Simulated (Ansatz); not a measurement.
Relaxation of H3ISi2 (6 atoms, charge 0, multiplicity 1), to a largest force component of 0.02 eV/Å in at most 50 steps.

The calculation used Ansatz, RKS revPBE-D4/def2-SVP.

```xyz
6
Properties=species:S:1:pos:R:3
Si -0.678 0.246 -0.841
Si 0.322 -0.038 1.130
I 1.998 -1.935 1.015
H -1.241 -0.659 -1.851
H -1.682 1.320 -0.792
H 0.751 0.423 -0.830
```

Problem. Where does it end, and by what steps?

Solution. The run converged. The force dipped under the threshold on the way, but the program's further checks kept it going. After 16 steps the energy has fallen by 0.898 eV; H6 moved furthest, 0.78 Å.

```
step  energy less start (eV)  largest force component (eV/Å)  accepted
   0                  0.0000                           2.589       yes
   1                 -0.6135                           0.466       yes
   2                 -0.6917                           0.348       yes
   3                 -0.7522                           0.493       yes
   4                 -0.8258                           0.452       yes
   5                 -0.8697                           0.328       yes
   6                 -0.8884                           0.221       yes
   7                 -0.8893                           0.162       yes
   8                 -0.8938                           0.072       yes
   9                 -0.8961                           0.035       yes
  10                 -0.8967                           0.023       yes
  11                 -0.8974                           0.063       yes
  12                 -0.8978                           0.024       yes
  13                 -0.8981                           0.003       yes
  14                 -0.8983                           0.008       yes
  15                 -0.8980                           0.029        no
  16                 -0.8983                           0.005       yes
```

```xyz
6
Properties=species:S:1:pos:R:3
Si -0.517 0.310 -0.751
Si 0.102 -0.287 1.531
I 1.818 -1.970 0.800
H -1.018 -0.909 -1.488
H -1.601 1.360 -0.779
H 0.687 0.853 -1.482
```

Whether the end is a true minimum wasn't checked by a vibrational analysis.

Run time: 27 s on 1 thread of Intel(R) Xeon(R) Platinum 8488C (Sapphire Rapids), on a shared host, peak memory 0.26 GiB.
